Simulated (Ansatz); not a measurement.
Mulliken charges of `FC(F)(F)[O][GeH2][Cl]` from r2SCAN/def2-TZVPP in Ansatz (PBE0-D4/def2-TZVP geometry).

```tsv
atom	x (Å)	y (Å)	z (Å)	charge (e)
F1	0.656	-0.625	1.526	-0.193
C2	-0.585	-0.199	1.218	0.586
F3	-1.053	0.466	2.269	-0.167
F4	-1.339	-1.289	1.060	-0.171
O5	-0.600	0.581	0.143	-0.382
Ge6	0.557	0.446	-1.230	0.525
Cl7	0.362	-1.496	-2.085	-0.271
H8	0.024	1.497	-2.195	0.033
H9	1.980	0.618	-0.706	0.039
```

By hand: the dipole of these point charges (1 e Å = 4.8032 D).

Σ q r = (0.437, 0.638, -0.376) e Å, of length 0.860 e Å = 4.13 D.

How does the dipole of the full density compare? (Best estimate.)

Ansatz gave: (0.314, 0.371, -0.371) e Å, 2.94 D; the point charges give 1.40 times that, at 12° from its direction.

Point charges leave out the atoms' own dipoles, such as those of lone pairs, and Mulliken's split depends on the basis, so the two needn't agree.
